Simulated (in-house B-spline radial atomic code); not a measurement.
# Ionising the phosphorus ion P⁴⁺ with different functionals

Computed with a B-spline radial code for spherical atoms: scalar-relativistic (spin-free X2C) Hamiltonian, Fermi nucleus of rms radius 3.1889 fm, spin-polarised at highest spin, spherical fractional occupations for the functionals, the average over the highest-spin determinants for Hartree-Fock. The ionisation energy is the difference of two self-consistent energies, [Ne] 3s1 → [He] 2s2 2p6, without Breit or QED terms; ε is the level of the shell that loses the electron (its least bound occupied spin orbital).

```csv
method,rung,ΔSCF (eV),-ε(3s) (eV)
Hartree-Fock,Hartree-Fock,64.58,64.61
HF fractional,Hartree-Fock,64.58,64.61
LDA VWN5,LDA,65.59,59.65
LDA PW92,LDA,?,?
LDA exchange-only,LDA,64.66,58.74
PBE,GGA,65.66,59.54
PBEsol,GGA,65.35,59.47
BLYP,GGA,65.97,59.62
RPBE,GGA,65.57,59.44
PW91,GGA,65.74,59.66
BP86,GGA,65.37,59.66
AM05,GGA,65.24,59.46
OLYP,GGA,65.59,59.41
TPSS,meta-GGA,65.24,59.51
r2SCAN,meta-GGA,64.96,59.83
revTPSS,meta-GGA,65.09,59.52
PBE0,global hybrid,65.46,60.94
B3LYP,global hybrid,?,?
TPSSh,global hybrid,65.19,60.06
BHandHLYP,global hybrid,65.67,62.37
r2SCAN0,global hybrid,65.00,61.15
B97-1,global hybrid,65.10,60.46
HSE06,range-separated hybrid,65.49,60.57
wB97X,range-separated hybrid,64.24,63.28
CAM-B3LYP,range-separated hybrid,65.93,62.65
LC-wPBE,range-separated hybrid,65.55,64.14
```

(1) What does LDA PW92 give?

(2) What does B3LYP give?

(3) Among the functionals, which spreads more, the ΔSCF values or the orbital energies?

(4) How do they compare with the NIST value?

## Answers

(1) ΔSCF 65.59 eV, and -ε(3s) = 59.64 eV.

(2) ΔSCF 65.93 eV, and -ε(3s) = 60.87 eV.

(3) The orbital energies: ΔSCF values span about 1.73 eV and the orbital energies 5.40 eV.

(4) NIST lists 65.025 eV (measured, ground level to ground level). Errors run from -0.78 to +0.95 eV; r2SCAN0 is closest (-0.02 eV), but part of that can be cancellation, since the calculations leave out Breit-QED terms. Hartree-Fock also lacks correlation.
